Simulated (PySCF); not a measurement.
Compound: (F)3Zr-O-SiH3 (singlet state).
Bonds: Zr1–F2, Zr1–F3, Zr1–F4, Zr1–O5, O5–Si6. Hydrogens: H7, H8, H9 on Si6.

Method: PBE0-D3(BJ)/def2-SVP geometry optimisation, gas phase, def2 core potentials past Kr in PySCF; density fitting, grid level 1; the optimiser is geomeTRIC in internal coordinates, started from a GFN2-xTB structure with every atom displaced at random (about 0.03 Å).

At the end of the run (lengths in Å): Zr1–F2 1.903, Zr1–F3 1.903, O5–Si6 1.672, Si6–H7 1.491, Zr1–O5 1.923, Si6–H9 1.491, Zr1–F4 1.902, Zr1–O5–Si6 177.5°, F2–Zr1–O5 110.5°, F2–Zr1–F3 110.0°, F2–Zr1–F4 108.5°.

Question: These geometries were met on the way; a selection of coordinates is given. Order them by energy above the end point, lowest first.
A. Zr1–F2 1.910, Zr1–F3 1.909, O5–Si6 1.664, Si6–H7 1.491, Zr1–O5 1.920, Si6–H9 1.491, Zr1–F4 1.911, Zr1–O5–Si6 158.0°, F2–Zr1–O5 107.9°, F2–Zr1–F3 108.3°, F2–Zr1–F4 111.6°
B. Zr1–F2 1.800, Zr1–F3 1.833, O5–Si6 1.608, Si6–H7 1.544, Zr1–O5 1.882, Si6–H9 1.443, Zr1–F4 1.859, Zr1–O5–Si6 110.7°, F2–Zr1–O5 113.2°, F2–Zr1–F3 114.7°, F2–Zr1–F4 110.0°
C. Zr1–F2 1.941, Zr1–F3 1.933, O5–Si6 1.642, Si6–H7 1.516, Zr1–O5 1.973, Si6–H9 1.485, Zr1–F4 1.917, Zr1–O5–Si6 112.5°, F2–Zr1–O5 112.1°, F2–Zr1–F3 113.7°, F2–Zr1–F4 109.6°
D. Zr1–F2 1.896, Zr1–F3 1.899, O5–Si6 1.704, Si6–H7 1.493, Zr1–O5 1.925, Si6–H9 1.487, Zr1–F4 1.911, Zr1–O5–Si6 143.1°, F2–Zr1–O5 104.4°, F2–Zr1–F3 106.6°, F2–Zr1–F4 111.5°
E. Zr1–F2 1.887, Zr1–F3 1.891, O5–Si6 1.698, Si6–H7 1.501, Zr1–O5 1.934, Si6–H9 1.488, Zr1–F4 1.896, Zr1–O5–Si6 127.3°, F2–Zr1–O5 107.7°, F2–Zr1–F3 109.1°, F2–Zr1–F4 109.9°

Answer: A (0.048 eV), D (0.119 eV), E (0.205 eV), C (0.403 eV), B (0.964 eV).

| step | E above end (eV) | rms distance from the end, all atoms (Å) | largest force (eV/Å) | rms shift of all bonds from the end (Å) |
| --- | --- | --- | --- | --- |
| 8 | 0.048 | 0.350 | 0.442 | 0.006 |
| 6 | 0.119 | 0.540 | 0.773 | 0.012 |
| 4 | 0.205 | 0.696 | 0.704 | 0.013 |
| 1 | 0.403 | 0.794 | 1.376 | 0.029 |
| 0 | 0.964 | 0.803 | 4.088 | 0.060 |

Rows stand in the order of the answer.
